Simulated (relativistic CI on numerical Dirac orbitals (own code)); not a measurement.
**Os6+ (5d2) in a crystal field**

Calculated by Dirac-Coulomb-Breit CI, KLI orbitals optimised for each configuration, model QED (radiative potential, 1s self-energy scaled to tabulated hydrogen-like ionisation energies), valence Slater integrals scaled by 0.9, one configuration in a parametric crystal field (own radial code). With so little scaling, terms lie 10 to 35 % too far apart, which can change the order of excited levels.

Field parameters in Wybourne normalisation: D4h B²₀ = −7Ds, B⁴₀ = 21(Dq − Dt), B⁴₄ = 21√(5/14) Dq; Oh B⁴₀ = 21Dq, B⁴₄ = √(5/14) B⁴₀. The field is a parameter set, without covalency.

S and J are read from ⟨S²⟩ = S(S + 1) and ⟨J²⟩ = J(J + 1) of each level; they are not fictitious spins.

D4h, 10Dq = 21200, Ds = -250, Dt = -700 cm⁻¹, the lowest 10 levels:

```
E (cm⁻¹)  Degeneracy  Irrep     S     J
     0.0           1     A1  0.97  2.39
    1127           2      E  0.96  2.56
    1414           1     B1  0.94  2.40
    2154           1     B2  0.94  2.49
    8783           2      E  0.99  3.26
    9873           1     A2  1.00  3.24
   11040           1     A1  0.95  3.40
   16580           1     B2  0.36  3.20
   18136           1     B1  0.22  3.03
   18325           2      E  0.39  3.12
```

D4h, 10Dq = 34500, Ds = 1570, Dt = 850 cm⁻¹, the lowest 16 levels:

```csv
E (cm⁻¹),Degeneracy,Irrep,S,J
0.0,1,A1,0.96,2.42
224,1,B1,0.96,2.42
714,2,E,0.96,2.54
1172,1,B2,0.95,2.57
7997,2,E,1.00,3.26
8129,1,A2,1.00,3.30
9836,1,A1,0.95,3.43
16681,1,B2,0.30,3.12
17505,2,E,0.30,3.18
18246,1,B1,0.20,3.04
19036,1,A1,0.18,3.06
28515,1,B1,0.99,3.18
29448,2,E,0.92,3.06
31602,1,A1,0.79,2.79
32906,1,A2,1.00,2.58
33995,2,E,0.95,3.24
```

D4h, 10Dq = 21550, Ds = 2470, Dt = -450 cm⁻¹, the lowest 16 levels:

```csv
E (cm⁻¹),Degeneracy,Irrep,S,J
0.0,1,A1,0.97,2.42
1438,2,E,0.97,2.66
5790,1,B1,0.87,2.49
6956,1,B2,0.85,2.48
12801,2,E,0.98,3.16
14977,1,A2,1.00,3.28
15444,1,A1,0.94,3.36
15982,1,B2,0.47,3.22
17809,1,B1,0.37,2.94
23503,1,A1,0.35,3.01
23585,2,E,0.45,3.10
29597,1,B1,0.99,3.05
30627,1,A2,1.00,2.79
30824,2,E,0.89,2.90
31177,1,A1,0.91,3.20
31248,1,B2,0.90,3.00
```

Oh, 10Dq = 16100 cm⁻¹, the lowest 10 levels:

| E (cm⁻¹) | Degeneracy | Irrep | S | J |
| --- | --- | --- | --- | --- |
| 0.0 | 2 | E | 0.96 | 2.25 |
| 1104 | 3 | T2 | 0.94 | 2.41 |
| 8947 | 3 | T1 | 1.00 | 3.23 |
| 11447 | 1 | A1 | 0.95 | 3.40 |
| 15559 | 3 | T2 | 0.69 | 3.10 |
| 19487 | 2 | E | 0.29 | 2.89 |
| 19682 | 1 | A2 | 1.00 | 3.00 |
| 23519 | 3 | T1 | 0.97 | 3.54 |
| 23914 | 3 | T2 | 0.69 | 2.69 |
| 24482 | 2 | E | 0.97 | 3.70 |

The free-ion ground term has S = 1. Every field shown keeps that spin.

Levels of this model without a field, named by their leading LS term: ³F2 0, ³F3 9540, ³P0 16734, ³F4 17175, ¹D2 19874, ³P1 22334, ¹G4 31072, ³P2 32909 cm⁻¹.
